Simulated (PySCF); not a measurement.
# Computed structure and properties of [Tl(OH)4]−

System: [Tl(OH)4]− (singlet); start: template (S4). Method: PySCF 2.14.0, RKS PBE0, Tl def2-SVP with ECP60, O def2-SVP, H def2-SVP; non-relativistic Hamiltonian with scalar-relativistic core potentials where named; density fitting; no spin-orbit coupling.

Input of the relaxation:

```python
mol = gto.M(atom='''
Tl    -0.00000     0.00000    -0.00000
O      1.13300     1.13300     1.13300
H      1.90010     1.40510     1.65260
O     -1.13300    -1.13300     1.13300
H     -1.90010    -1.40510     1.65260
O      1.13300    -1.13300    -1.13300
H      1.40510    -1.90010    -1.65260
O     -1.13300     1.13300    -1.13300
H     -1.40510     1.90010    -1.65260''',
    basis={'Tl': 'def2-SVP', 'O': 'def2-SVP', 'H': 'def2-SVP'},
    ecp={'Tl': 'def2-SVP'},
    charge=-1, spin=0)
mf = dft.RKS(mol, xc='PBE0')
mf.grids.atom_grid = (50, 194)
mf = mf.density_fit()  # fitting sets: Tl def2-universal-JKFIT, O def2-universal-JKFIT, H def2-universal-JKFIT
mf.conv_tol = 1e-08; mf.max_cycle = 55
mf.kernel(dm0)  # dm0: converged density of the start geometry
# quasi-Newton relaxation in Cartesian coordinates to a largest gradient under 0.00045 Eh/bohr, steps kept in the point group
```

Run from Python with OMP_NUM_THREADS=2; the lines above give its settings. Where DIIS fails, smearing, a level shift and second-order steps follow.
It took 2.2 min on 2 threads of Arm Neoverse V1, on a shared host, from the converged density of the start.

Course of the relaxation:

| step | energy above end (eV) | largest force component within the symmetry (eV/Å) |
| --- | --- | --- |
| 0 | 3.1049 | 2.690 |
| 1 | 2.1362 | 1.206 |
| 2 | 1.3555 | 0.962 |
| 3 | 1.0657 | 2.799 |
| 4 | 0.6909 | 1.347 |
| 5 | 0.3474 | 0.521 |
| 6 | 0.0894 | 0.420 |
| 7 | 0.0209 | 0.402 |
| 27 | 0.0003 | 0.028 |
| 28 | 0.0002 | 0.019 |
| 29 | 0.0001 | 0.016 |
| 30 | 0.0001 | 0.063 |
| 31 | 0.0000 | 0.049 |
| 32 | 0.0000 | 0.008 |
(The steps between are left out.)

Relaxed geometry (S4):

```xyz
9

Tl    0.0000    0.0000    0.0085
O     1.0879    1.5057    1.0951
H     2.0013    1.2290    0.9494
O    -1.0879   -1.5057    1.0951
H    -2.0013   -1.2290    0.9494
O     1.5086   -1.0794   -1.0838
H     1.2216   -1.9935   -0.9650
O    -1.5086    1.0794   -1.0838
H    -1.2216    1.9935   -0.9650
```

```tsv
contact	Å
Tl1–O2 (OH)	2.152
Tl1–O4 (OH)	2.152
Tl1–O6 (OH)	2.153
Tl1–O8 (OH)	2.153
```

On the finer grid (75, 302):

The HOMO is -2.35 eV. The LUMO is 3.31 eV. The dipole about the centre of mass is 0.04 D. The set of Mulliken populations of Tl1 outside the core potential is s 3.00, p 7.19, d 10.24 and the D3(BJ) dispersion energy (not in the energies) is -0.125 eV.

```tsv
atom	Mulliken (e)	Löwdin (e)	spin (e)
Tl1	0.57	0.27	0.00
O2	-0.55	-0.36	0.00
H3	0.16	0.05	0.00
O4	-0.55	-0.36	0.00
H5	0.16	0.05	0.00
O6	-0.55	-0.36	0.00
H7	0.16	0.05	0.00
O8	-0.55	-0.36	0.00
H9	0.16	0.05	0.00
```

On the grid (50, 194), as all that follows. Harmonic modes: a minimum; lowest 70 cm⁻¹ (negative: unstable), highest 3857 cm⁻¹, zero-point energy 1.358 eV.

Taking off one OH (charge -1, singlet; the rest: singlet) in vacuum, both parts rigid, costs 5.47 eV; the small basis without counterpoise inflates it.

Rigid scan of OH along the line from its metal:

```json
{"distance to O2 (Å)": "1.85", "energy (eV)": "0.993"}
{"distance to O2 (Å)": "1.95", "energy (eV)": "0.373"}
{"distance to O2 (Å)": "2.05", "energy (eV)": "0.079"}
{"distance to O2 (Å)": "2.15", "energy (eV)": "0.000"}
{"distance to O2 (Å)": "2.25", "energy (eV)": "0.058"}
{"distance to O2 (Å)": "2.35", "energy (eV)": "0.201"}
{"distance to O2 (Å)": "2.55", "energy (eV)": "0.608"}
{"distance to O2 (Å)": "2.85", "energy (eV)": "1.271"}
{"distance to O2 (Å)": "3.25", "energy (eV)": "2.012"}
{"distance to O2 (Å)": "3.75", "energy (eV)": "2.666"}
```

One start shape was tried, so this needn't be the lowest isomer.
